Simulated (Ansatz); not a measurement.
This Ansatz (a program for electronic structure) input (CCSD(T)/cc-pVTZ) gives -1923.91671 Eh with 57 basis functions. A basis named .json is the Basis Set Exchange file of that set (core-valence sets with the plain set on hydrogen).

Ansatz 0.2 input:
```yaml
crystal:
  periodic: [false, false, false]
  atoms:
    - {symbol: Ga, position_ang: [-0.00000000, -0.00000000, -0.05278277]}
    - {symbol: H, position_ang: [0.00000000, 0.00000000, 1.63626580]}
basis:
  gaussian:
    orbitals: cc-pVTZ
magnetization: {spin_polarized: false}
correlation: {method: ccsd_t, electrons: outside_noble_gas}
```

Change:
```diff
- orbitals: cc-pVTZ
+ orbitals: def2-QZVPP.json
```

**Question.** What does the run give now?

**Answer.** -1923.92177 Eh (CCSD(T)/def2-QZVPP, 119 functions), a change of -5.06 mEh.
